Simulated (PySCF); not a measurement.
## Fractional electron number in As²⁺ (arsenic, charge +2)

The 4p alpha orbital of [Ar] 3d10 4s2 4p1 is emptied in steps (occupation f), with all orbitals relaxed, ending at [Ar] 3d10 4s2. All numbers are calculated (PySCF 2.14, the non-relativistic Hamiltonian (point nucleus), in def2-TZVPPD). The exact energy is a straight line in f; departures are measured from the line between the end points of the same method.

```csv
f,UHF (eV),LDA (eV),PBE (eV),PBE0 (eV),r2SCAN (eV),LC-wPBE (eV),BHandHLYP (eV),wB97X (eV),TPSS (eV),CAM-B3LYP (eV)
1,0.000,0.000,0.000,0.000,0.000,0.000,0.000,0.000,0.000,0.000
0.9,0.030,-0.452,-0.438,-0.321,-0.417,-0.071,-0.217,-0.105,-0.426,-0.209
0.7,0.069,-1.056,-1.021,-0.747,-0.965,-0.161,-0.504,-0.246,-0.989,-0.486
0.5,0.082,-1.257,-1.212,-0.884,-1.134,-0.186,-0.598,-0.296,-1.170,-0.577
0.3,0.068,-1.054,-1.013,-0.737,-0.935,-0.151,-0.501,-0.251,-0.974,-0.482
0.1,0.029,-0.450,-0.431,-0.312,-0.389,-0.061,-0.213,-0.109,-0.412,-0.206
0,0.000,0.000,0.000,0.000,0.000,0.000,0.000,0.000,0.000,0.000
```

**Question.** For PBE, how does the orbital energy at f = 1 compare with the removal energy?

**Answer.** −ε = 23.183 eV against a total-energy difference of 28.054 eV. By Janak's theorem ε = ∂E/∂f, so the gap between them reflects the curvature. Along the path −ε is 24.161 (f = 0.9), 26.121 (f = 0.7), 28.078 (f = 0.5), 30.012 (f = 0.3), 31.904 (f = 0.1) eV.

| method | E(f=0) − E(f=1) (eV) | −ε at f=1 (eV) | −ε at f=0.5 (eV) |
| --- | --- | --- | --- |
| UHF | 27.422 | 27.756 | 27.419 |
| LDA | 28.212 | 23.194 | 28.216 |
| PBE | 28.054 | 23.183 | 28.078 |
| PBE0 | 28.078 | 24.500 | 28.108 |
| r2SCAN | 28.263 | 23.619 | 28.349 |
| LC-wPBE | 28.250 | 27.454 | 28.281 |
| BHandHLYP | 28.024 | 25.616 | 28.034 |
| wB97X | 27.946 | 26.781 | 27.932 |
| TPSS | 28.101 | 23.366 | 28.145 |
| CAM-B3LYP | 28.190 | 25.867 | 28.202 |

Reference removal energy between the ground levels: 28.349 ± 0.012 eV (measured; NIST Atomic Spectra Database, ionization energies). The calculation has no spin-orbit coupling. UHF lacks correlation.
